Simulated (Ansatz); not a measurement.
[In(OH)4]- (InO₄H₄⁻), 9 atoms. Hardware: 4 threads of Arm Neoverse V1 on a shared host.

In the def2 sets In takes a core potential; there is no spin–orbit coupling. Correlated methods freeze 8 core orbitals; core or outer-core shells of In are correlated, in sets that lack core-valence functions.

How many basis functions does each of these Ansatz runs have, and roughly what does it cost? PBE-D4/def2-TZVPD, charge -1 triplet at the geometry of the charge -1 singlet, energy, from earlier orbitals; HF/STO-3G, charge -1 singlet, energy; revPBE-D4/def2-TZVPD, charge -1 singlet, energy, from earlier orbitals; PBE-D4/def2-TZVPD, charge 0 doublet at the geometry of the charge -1 singlet, energy, from earlier orbitals; PBE0-D4/def2-TZVPD, charge -1 triplet at the geometry of the charge -1 singlet, energy; PBE0-D4/def2-SVPD, charge -1 singlet, energy, from earlier orbitals; B97M-V/def2-TZVPD, charge -1 singlet, energy, from earlier orbitals; PBE0-D4/def2-TZVPD, charge -1 singlet, energy and forces, from earlier orbitals; LDA (SPW92)/def2-TZVPD, charge -1 singlet, energy, from earlier orbitals; CCSD(T)/def2-SVPD, charge -1 singlet, energy, from earlier orbitals; PBE-QIDH/def2-TZVPD, charge -1 singlet, energy, from earlier orbitals; PBE0-D4/def2-TZVPD, charge 0 doublet, energy, from earlier orbitals.

Other jobs shared the machine, so times can vary by a factor of up to 3. A dash marks memory too small to be measured apart from the calling script's.

```json
{"run": "HF/STO-3G, charge -1 singlet, energy", "functions": "51", "fitting or Cholesky vectors": "713", "wall time": "0.3 s", "peak host memory (GiB)": "–"}
{"run": "LDA (SPW92)/def2-TZVPD, charge -1 singlet, energy, from earlier orbitals", "functions": "252", "fitting or Cholesky vectors": "1371", "wall time": "1.7 s", "peak host memory (GiB)": "–"}
{"run": "PBE0-D4/def2-SVPD, charge -1 singlet, energy, from earlier orbitals", "functions": "156", "fitting or Cholesky vectors": "1411", "wall time": "2.4 s", "peak host memory (GiB)": "–"}
{"run": "revPBE-D4/def2-TZVPD, charge -1 singlet, energy, from earlier orbitals", "functions": "252", "fitting or Cholesky vectors": "1371", "wall time": "3 s", "peak host memory (GiB)": "–"}
{"run": "PBE0-D4/def2-TZVPD, charge -1 singlet, energy and forces, from earlier orbitals", "functions": "252", "fitting or Cholesky vectors": "1453", "wall time": "7 s", "peak host memory (GiB)": "0.77"}
{"run": "PBE-D4/def2-TZVPD, charge -1 triplet at the geometry of the charge -1 singlet, energy, from earlier orbitals", "functions": "252", "fitting or Cholesky vectors": "1371", "wall time": "7 s", "peak host memory (GiB)": "–"}
{"run": "PBE-D4/def2-TZVPD, charge 0 doublet at the geometry of the charge -1 singlet, energy, from earlier orbitals", "functions": "252", "fitting or Cholesky vectors": "1371", "wall time": "8 s", "peak host memory (GiB)": "–"}
{"run": "PBE-QIDH/def2-TZVPD, charge -1 singlet, energy, from earlier orbitals", "functions": "252", "fitting or Cholesky vectors": "1814", "wall time": "9 s", "peak host memory (GiB)": "0.8"}
{"run": "PBE0-D4/def2-TZVPD, charge 0 doublet, energy, from earlier orbitals", "functions": "252", "fitting or Cholesky vectors": "1453", "wall time": "11 s", "peak host memory (GiB)": "0.93"}
{"run": "B97M-V/def2-TZVPD, charge -1 singlet, energy, from earlier orbitals", "functions": "252", "fitting or Cholesky vectors": "1371", "wall time": "12 s", "peak host memory (GiB)": "–"}
{"run": "PBE0-D4/def2-TZVPD, charge -1 triplet at the geometry of the charge -1 singlet, energy", "functions": "252", "fitting or Cholesky vectors": "1453", "wall time": "29 s", "peak host memory (GiB)": "1.3"}
{"run": "CCSD(T)/def2-SVPD, charge -1 singlet, energy, from earlier orbitals", "functions": "156", "fitting or Cholesky vectors": "1626", "wall time": "60 s", "peak host memory (GiB)": "1.7"}
```
